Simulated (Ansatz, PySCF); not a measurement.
C₂H₁₁NSi₃, SMILES N1[SiH2][Si@@H](C1)[SiH2]C. Atoms are numbered in the order given.

```xyz
17

C      3.2014     0.8879     0.4092
Si     1.7059    -0.0681     1.0539
Si     0.1272    -0.4815    -0.6260
C     -0.8246     1.1232    -1.1755
N     -2.1214     0.7835    -0.5788
Si    -2.0904    -0.8520     0.0305
H      3.7313     0.3134    -0.3666
H      3.9124     1.0983     1.2241
H      2.8937     1.8499    -0.0302
H      1.0166     0.7222     2.1245
H      2.1494    -1.3640     1.6615
H      0.7045    -1.2659    -1.7654
H     -0.3913     2.0581    -0.7665
H     -0.8539     1.2312    -2.2789
H     -2.8848     1.4490    -0.6683
H     -2.9316    -1.8603    -0.7010
H     -2.4443    -1.0050     1.4808
```

Coordinates come from a r2SCAN-D4/def2-SVP optimisation. The structure was generated by enumeration; whether it is a known compound was not checked. One conformer was computed; it need not be the lowest.

Two levels are set side by side: PBE-D3(BJ)/def2-SVP (Ansatz, a program for electronic structure) and r2SCAN-D4/def2-SVP (Ansatz). Each level has its own optimised geometry; the coordinates shown are those of the second. Frequencies come from the Hessian of PySCF at each geometry. Differences are taken from unrounded values.

```json
[
 {"quantity": "mean bond length (Å)", "r2SCAN-D4": "1.516"},
 {"quantity": "bond C1–Si2 (Å)", "r2SCAN-D4": "1.888"},
 {"quantity": "bond Si2–Si3 (Å)", "r2SCAN-D4": "2.342"},
 {"quantity": "bond Si3–C4 (Å)", "r2SCAN-D4": "1.945"},
 {"quantity": "bond Si3–Si6 (Å)", "r2SCAN-D4": "2.342"},
 {"quantity": "bond C4–N5 (Å)", "r2SCAN-D4": "1.467"},
 {"quantity": "bond N5–Si6 (Å)", "r2SCAN-D4": "1.746"},
 {"quantity": "bond C1–H7 (Å)", "r2SCAN-D4": "1.101"},
 {"quantity": "bond C1–H8 (Å)", "r2SCAN-D4": "1.102"},
 {"quantity": "bond C1–H9 (Å)", "r2SCAN-D4": "1.101"},
 {"quantity": "bond Si2–H10 (Å)", "r2SCAN-D4": "1.499"},
 {"quantity": "bond Si2–H11 (Å)", "r2SCAN-D4": "1.498"},
 {"quantity": "bond Si3–H12 (Å)", "r2SCAN-D4": "1.499"},
 {"quantity": "bond C4–H13 (Å)", "r2SCAN-D4": "1.109"},
 {"quantity": "bond C4–H14 (Å)", "r2SCAN-D4": "1.109"},
 {"quantity": "bond N5–H15 (Å)", "r2SCAN-D4": "1.017"},
 {"quantity": "bond Si6–H16 (Å)", "r2SCAN-D4": "1.503"},
 {"quantity": "highest harmonic wavenumber (cm⁻¹)", "r2SCAN-D4": "3577"},
 {"quantity": "mean harmonic wavenumber (cm⁻¹)", "r2SCAN-D4": "1201"},
 {"quantity": "zero-point energy (kcal/mol)", "r2SCAN-D4": "77.25"}
]
```

**Question.** What does PBE-D3(BJ) give, and how far is it from r2SCAN-D4? (An estimate is asked for; the answer gives what the named calculation found.)

**Answer.** 
```json
[
 {"quantity": "mean bond length (Å)", "PBE-D3(BJ)": "1.524", "PBE-D3(BJ) minus r2SCAN-D4": "0.008"},
 {"quantity": "bond C1–Si2 (Å)", "PBE-D3(BJ)": "1.899", "PBE-D3(BJ) minus r2SCAN-D4": "0.010"},
 {"quantity": "bond Si2–Si3 (Å)", "PBE-D3(BJ)": "2.347", "PBE-D3(BJ) minus r2SCAN-D4": "0.005"},
 {"quantity": "bond Si3–C4 (Å)", "PBE-D3(BJ)": "1.953", "PBE-D3(BJ) minus r2SCAN-D4": "0.009"},
 {"quantity": "bond Si3–Si6 (Å)", "PBE-D3(BJ)": "2.347", "PBE-D3(BJ) minus r2SCAN-D4": "0.005"},
 {"quantity": "bond C4–N5 (Å)", "PBE-D3(BJ)": "1.468", "PBE-D3(BJ) minus r2SCAN-D4": "0.000"},
 {"quantity": "bond N5–Si6 (Å)", "PBE-D3(BJ)": "1.757", "PBE-D3(BJ) minus r2SCAN-D4": "0.011"},
 {"quantity": "bond C1–H7 (Å)", "PBE-D3(BJ)": "1.108", "PBE-D3(BJ) minus r2SCAN-D4": "0.007"},
 {"quantity": "bond C1–H8 (Å)", "PBE-D3(BJ)": "1.109", "PBE-D3(BJ) minus r2SCAN-D4": "0.007"},
 {"quantity": "bond C1–H9 (Å)", "PBE-D3(BJ)": "1.109", "PBE-D3(BJ) minus r2SCAN-D4": "0.007"},
 {"quantity": "bond Si2–H10 (Å)", "PBE-D3(BJ)": "1.509", "PBE-D3(BJ) minus r2SCAN-D4": "0.010"},
 {"quantity": "bond Si2–H11 (Å)", "PBE-D3(BJ)": "1.509", "PBE-D3(BJ) minus r2SCAN-D4": "0.010"},
 {"quantity": "bond Si3–H12 (Å)", "PBE-D3(BJ)": "1.509", "PBE-D3(BJ) minus r2SCAN-D4": "0.010"},
 {"quantity": "bond C4–H13 (Å)", "PBE-D3(BJ)": "1.116", "PBE-D3(BJ) minus r2SCAN-D4": "0.007"},
 {"quantity": "bond C4–H14 (Å)", "PBE-D3(BJ)": "1.116", "PBE-D3(BJ) minus r2SCAN-D4": "0.007"},
 {"quantity": "bond N5–H15 (Å)", "PBE-D3(BJ)": "1.023", "PBE-D3(BJ) minus r2SCAN-D4": "0.007"},
 {"quantity": "bond Si6–H16 (Å)", "PBE-D3(BJ)": "1.515", "PBE-D3(BJ) minus r2SCAN-D4": "0.012"},
 {"quantity": "highest harmonic wavenumber (cm⁻¹)", "PBE-D3(BJ)": "3497", "PBE-D3(BJ) minus r2SCAN-D4": "-80"},
 {"quantity": "mean harmonic wavenumber (cm⁻¹)", "PBE-D3(BJ)": "1170", "PBE-D3(BJ) minus r2SCAN-D4": "-31"},
 {"quantity": "zero-point energy (kcal/mol)", "PBE-D3(BJ)": "75.24", "PBE-D3(BJ) minus r2SCAN-D4": "-2.02"}
]
```
